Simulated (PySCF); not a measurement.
CH8Ge2, SMILES [GeH3][CH2][GeH3].

Geometry: PBE0-D3(BJ)/def2-SVP.

Computed with TDDFT-PBE/def2-SVPD run with PySCF 2.14.0.

Vertical excitations. The molecule is in vacuum. State labels are in the subgroup C2v.

Computed UV-visible absorptions:
| state | symmetry | energy (eV) | λ (nm) | f | main pairs |
|---|---|---|---|---|---|
| S1 | B1 | 6.84 | 181 | 0.000 | HOMO→LUMO 98 % |
| S2 | A1 | 7.19 | 173 | 0.002 | HOMO−1→LUMO 99 % |
| S3 | B1 | 7.35 | 169 | 0.281 | HOMO→LUMO+1 81 % |
| S4 | A1 | 7.48 | 166 | 0.000 | HOMO→LUMO+2 97 % |
| S5 | B2 | 7.48 | 166 | 0.025 | HOMO−2→LUMO 98 % |
| S6 | A2 | 7.53 | 165 | 0.000 | HOMO−3→LUMO 99 % |
| S7 | B1 | 7.61 | 163 | 0.008 | HOMO→LUMO+3 88 % |
| S8 | A1 | 7.62 | 163 | 0.062 | HOMO−1→LUMO+1 97 % |
| S9 | B1 | 7.80 | 159 | 0.019 | HOMO−1→LUMO+2 90 % |
| S10 | B2 | 7.81 | 159 | 0.011 | HOMO−2→LUMO+1 97 % |
| T1 | B1 | 6.58 | 188 | 0 | HOMO→LUMO 98 % |
| T2 | B1 | 6.82 | 182 | 0 | HOMO→LUMO+1 96 % |
| T3 | A1 | 6.94 | 179 | 0 | HOMO−1→LUMO 97 % |
| T4 | A1 | 7.20 | 172 | 0 | HOMO−1→LUMO+1 51 %, HOMO→LUMO+2 45 % |
Triplets are in the Tamm–Dancoff approximation, which puts them higher than full response would, so one can lie above its singlet here.
